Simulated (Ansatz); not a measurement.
Job for Ansatz (a first-principles code): R-CCSD(T)/cc-pVDZ on GaH4NO (SMILES [NH2][GaH][OH]), a point of a torsion scan. The run froze 16 orbitals, filled d shells among them.

Ansatz 0.2 input:
```yaml
crystal:
  periodic: [false, false, false]
  atoms:
    - {symbol: N, position_ang: [1.46708005, -0.22824986, -0.02386591]}
    - {symbol: Ga, position_ang: [-0.11818474, 0.61107959, 0.30936988]}
    - {symbol: O, position_ang: [-0.05364052, 1.61698287, 1.70185219]}
    - {symbol: H, position_ang: [2.04449331, -0.43550993, 0.78495973]}
    - {symbol: H, position_ang: [1.53688156, -0.99861881, -0.67820213]}
    - {symbol: H, position_ang: [-1.35951916, 0.54767502, -0.58500825]}
    - {symbol: H, position_ang: [-0.61050363, 2.24043868, 2.15849835]}
basis:
  gaussian:
    orbitals: cc-pVDZ
magnetization: {spin_polarized: false}
correlation: {method: ccsd_t, electrons: outside_noble_gas}
scf: {lower_state_search: off}
```

Program output:

```
WARN ansatz: RAYON_NUM_THREADS=1 ignored (pool sized by the plan → 1); use --threads N
Functional definition: HF
these checks for a lower state are left out or cut short: stability, starts, cluster_reference, orbital_swaps, neighbouring_geometries, increment
integrals: 0.06 GiB planned
760 factors; integrals over basis functions are off by at most 1.3e-3 eV
mean field: 0.15 GiB planned
mean field evaluation 1: about -55912.3362 eV, gradient 4.6e1 eV
mean field evaluation 2: about -55912.3499 eV, gradient 4.6e1 eV
mean field evaluation 4: about -55916.5873 eV, gradient 2.4e0 eV
mean field evaluation 8: about -55916.6112 eV, gradient 1.5e-4 eV
mean field -55916.61119013 eV, -2054.8975595969 hartree, gradient 1.5e-6 eV, S^2 0.000000; 0 other end points of the search recorded, 0 dependent functions left out
16 core orbitals not correlated, not the lowest: weight in the atoms' cores, before any rotation towards them, 0.759 or more for the frozen orbitals, at most 0.233 for the correlated occupied ones
reference -55916.61119013 eV, -2054.8975595969 hartree; 9, 9 occupied and 50, 50 virtual orbitals, 760 factors
second order -11.74007816 eV of doubles, -0.00000000 eV of singles
coupled cluster: 0.14 GiB planned
cycle   1  -12.00608311 eV  change   -2.7e-1 eV  update   8.4e-2
cycle   2  -12.29547739 eV  change   -2.9e-1 eV  update   2.5e-2
cycle   3  -12.38918338 eV  change   -9.4e-2 eV  update   1.5e-2
cycle   4  -12.38451576 eV  change    4.7e-3 eV  update   4.1e-3
cycle   5  -12.38235254 eV  change    2.2e-3 eV  update   1.7e-3
cycle   6  -12.38259338 eV  change   -2.4e-4 eV  update   5.5e-4
cycle   7  -12.38232076 eV  change    2.7e-4 eV  update   1.6e-4
cycle   8  -12.38226343 eV  change    5.7e-5 eV  update   5.8e-5
cycle   9  -12.38227416 eV  change   -1.1e-5 eV  update   2.1e-5
perturbative correction -0.27457571 eV, -0.0100904711 hartree
Total energy: -55929.26803999 eV, -2055.3626902502 hartree
Checks for a lower state left out: stability, starts, cluster_reference, orbital_swaps, neighbouring_geometries, increment
```

The run converged.

Cost: about 1.9 core-seconds (a rough figure).
